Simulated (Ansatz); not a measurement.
Consider the formal exchange of groups at the Si–Se bond: `[SeH][SiH]1BO1` + `FCS` → `B1O[SiH2]1` + `FC(S)[SeH]`.

Calculated with Ansatz (gas phase, PBE0-D4/def2-TZVP geometries, no zero-point term in ΔE). CBS: MP2 limit from def2 TZ/QZ plus the TZ coupled-cluster correction, frozen cores. Functionals use def2-TZVPP. HSE06 is defined as in plane-wave codes. For Se outer-core shells are correlated without core-valence functions, which leaves a few kJ/mol of doubt a bond. Scalar relativity is left out up to krypton. Each species was taken in one conformer, which may not be the lowest.

```csv
level,ΔE (kcal/mol)
ωB97X-V,29.2
HSE06,30.8
MP2/def2-TZVPP,29.5
CCSD(T)/def2-TZVPP,29.1
```

(1) What does CCSD(T)/CBS give? (An estimate is asked.)

Largest T1 diagnostic among the species: 0.017.

Results:

(1) Computed: +29.6 kcal/mol. The listed levels differ from it by -0.4, 1.2, -0.1, -0.5 kcal/mol.

From BLYP to BHLYP (50 % exact exchange), in def2-TZVPP and without D4, ΔE moves by +2.3 kcal/mol. At CCSD(T), def2-SVP lies −0.9 kcal/mol from the extrapolated value and def2-TZVPP −0.6 kcal/mol.
